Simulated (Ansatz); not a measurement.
Cost and result for the atomization energy of C2H4AlNO (9 atoms, 10 bonds).

Cartesian coordinates in Å:
```
N 1.284 1.794 0.165
C 0.650 0.798 -0.204
O 0.735 -0.589 -0.009
C -0.391 0.198 -0.954
Al -1.122 -0.997 0.444
H 2.047 1.557 0.796
H -0.187 0.027 -2.009
H -1.488 -2.453 -0.046
H -1.527 -0.335 1.818
```

The species carries charge 0 and has multiplicity 1. The bonds changed during the relaxation, so this is another structure than the one it started from. All single points use the PBE0-D4/def2-TZVP geometry. It is one conformer, not always the lowest. Program: Ansatz. All runs use 2 threads of an Arm Neoverse V1 on a shared host. Times are those of one run each, without the atoms' runs, and a repeat can differ threefold. Electronic energies, without spin–orbit coupling; frozen cores. CCSD(T)/CBS adds CCSD(T) − MP2 in def2-TZVPP to the MP2 limit, and its time is that of the two runs behind it. T1 = 0.017. B3LYP takes the VWN-RPA correlation (the form of Gaussian; ORCA's B3LYP/G).

CCSD(T)/CBS is a level of theory with its own doubt, some kJ/mol a heavy atom from the limit and from the frozen cores, so smaller differences don't rank the functionals.

```
                            level  functions  wall time
               BLYP-D4/def2-TZVPP        222      2.7 s
             revPBE-D4/def2-TZVPP        222      2.9 s
  PBE-D4/def2-TZVPP (with forces)        222      3.6 s
          CAM-B3LYP-D4/def2-TZVPP        222      4.5 s
                 CCSD(T)/def2-SVP         94      4.6 s
B3LYP-D4/def2-TZVPP (with forces)        222      6.5 s
                B2PLYP/def2-TZVPP        222        8 s
               ωB97X-V/def2-TZVPP        222       11 s
                B97M-V/def2-TZVPP        222       14 s
 ωB97M-V/def2-TZVPP (with forces)        222       16 s
                   MP2/def2-QZVPP        418       28 s
               CCSD(T)/def2-TZVPP        222      120 s
                CCSD(T)/CBS(def2)          –    2.5 min
```

What atomization energy does each give, and how far from CCSD(T)/CBS? (An estimate is asked.)

Ansatz gave: 
```csv
level,atomization (kJ/mol),difference from CCSD(T)/CBS,per bond
BLYP-D4/def2-TZVPP,3337.9,42.1,4.2
revPBE-D4/def2-TZVPP,3331.5,35.7,3.6
PBE-D4/def2-TZVPP (with forces),3433.6,137.8,13.8
CAM-B3LYP-D4/def2-TZVPP,3312.5,16.7,1.7
CCSD(T)/def2-SVP,3097.0,-198.8,-19.9
B3LYP-D4/def2-TZVPP (with forces),3301.3,5.5,0.6
B2PLYP/def2-TZVPP,3267.8,-28.0,-2.8
ωB97X-V/def2-TZVPP,3318.1,22.3,2.2
B97M-V/def2-TZVPP,3344.3,48.5,4.8
ωB97M-V/def2-TZVPP (with forces),3317.9,22.1,2.2
MP2/def2-QZVPP,3347.6,51.8,5.2
CCSD(T)/def2-TZVPP,3191.4,-104.4,-10.4
CCSD(T)/CBS(def2),3295.8,0.0,0.0
```

From PBE to PBE0 (25 % exact exchange), in def2-TZVPP and without D4, the atomization energy moves by −116.8 kJ/mol: exact exchange takes away binding that semilocal exchange gives to molecules. The D4 term adds +28.5 kJ/mol with B3LYP and +14.8 kJ/mol with PBE0; it sums over pairs of atoms, weighted by their polarisabilities, and B3LYP, whose exchange is more repulsive, gets the larger term. At CCSD(T), def2-SVP lies −198.8 kJ/mol from the extrapolated value and def2-TZVPP −104.4 kJ/mol: correlation converges slowly with the basis, and small sets miss more of it in the bonded molecule than in its fragments.
